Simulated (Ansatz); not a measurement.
Total energies of Ta5Si3⁺ (the lowest singlet isomer of a short search) from Ansatz at PBE-D4/def2-TZVP, gas phase (1 Eh = 27.2114 eV = 2625.5 kJ/mol). The reference geometry is relaxed at PBE-D4/def2-SVP.

| atom | x (Å) | y (Å) | z (Å) |
| --- | --- | --- | --- |
| Ta1 | 0.350 | 0.550 | 1.700 |
| Ta2 | -1.438 | -1.268 | 1.244 |
| Ta3 | -0.079 | -0.885 | -1.127 |
| Ta4 | 2.279 | -0.152 | 0.124 |
| Ta5 | 0.929 | -2.137 | 0.940 |
| Si6 | -1.080 | 1.335 | -2.229 |
| Si7 | -1.656 | 0.930 | 0.032 |
| Si8 | 0.694 | 1.628 | -0.684 |

```json
{"state": "charge 1 singlet", "geometry": "reference", "energy (Eh)": "-1153.15200"}
{"state": "charge 0 doublet", "geometry": "reference", "energy (Eh)": "-1153.35393"}
{"state": "charge 1 triplet", "geometry": "relaxed at PBE-D4/def2-SVP", "energy (Eh)": "-1153.14707"}
{"state": "charge 1 quintet", "geometry": "relaxed at PBE-D4/def2-SVP", "energy (Eh)": "-1153.12324"}
```

In the def2 sets Ta takes a core potential; there is no spin–orbit coupling.

(1) Work out the vertical electron affinity, to the doublet.

(2) Which of the charge 1 states is lowest, and how far above it are the others?

(1) E(charge 1 singlet) − E(charge 0 doublet) = -1153.15200 − (-1153.35393) = 0.20193 Eh = 5.49 eV.

(2) The singlet. triplet: -1153.14707 − (-1153.15200) = 0.00493 Eh = 12.9 kJ/mol; quintet: -1153.12324 − (-1153.15200) = 0.02876 Eh = 75.5 kJ/mol.

This restricted singlet of an open-shell metal (gap down to 0.46 eV) wasn't tested against broken symmetry. 

The structure comes from a short search, and lower isomers may exist.
